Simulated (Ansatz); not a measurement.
Reactions of CH5FGeOSi (`[OH][Ge]1([F])[CH2][SiH2]1`).

Calculated with Ansatz (gas phase, PBE0-D4/def2-TZVP geometries, no zero-point term in ΔE). CCSD(T)/CBS is the MP2 limit (def2-TZVPP, def2-QZVPP) plus CCSD(T) − MP2 in def2-TZVPP, frozen cores. This one scheme is used for every species, atoms too. DFT in def2-TZVPP. No spin–orbit coupling; open shells (•) take unrestricted orbitals. Spin–orbit coupling would lower the free atoms: a little for C, F, O, Si; clearly for Ge. For Ge outer-core shells are correlated without core-valence functions, so the limit isn't a true one: a few kJ/mol of doubt a bond, and 10 to 20 or more in all where bonds break to atoms. Scalar relativity is left out up to krypton. One conformer a species, not always the lowest.

| reaction | CCSD(T)/CBS(def2) (kJ/mol) |
| --- | --- |
| `[OH][Ge]1([F])[CH2][SiH2]1` → `F[C@H]1O[Si@H]1[GeH3]` | 143 |
| `[OH][Ge]1([F])[CH2][SiH2]1` + H₂ → `[OH][GeH]1[CH2][SiH2]1` + H–F | 33 |
| `[OH][Ge]1([F])[CH2][SiH2]1` → `F[CH2][GeH]1[O][SiH2]1` | 76 |
| `[OH][Ge]1([F])[CH2][SiH2]1` → `F[SiH]1[CH2][GeH2][O]1` | -293 |
| `[OH][Ge]1([F])[CH2][SiH2]1` → `FC1[O][GeH2][SiH2]1` | ? |
| `[OH][Ge]1([F])[CH2][SiH2]1` → `O=[C]([SiH3])[GeH2][F]` | 92 |
| `[OH][Ge]1([F])[CH2][SiH2]1` → C• + F• + Ge• + 5 H• + O• + Si• | ? |

(1) Fill in the missing values. (Best estimate.)

Largest T1 diagnostic: 0.014, for `F[C@H]1O[Si@H]1[GeH3]`.

## Answers

(1) The calculation gave: `[OH][Ge]1([F])[CH2][SiH2]1` → `FC1[O][GeH2][SiH2]1`: +122.7 kJ/mol; `[OH][Ge]1([F])[CH2][SiH2]1` → C• + F• + Ge• + 5 H• + O• + Si•: +3438.4 kJ/mol.
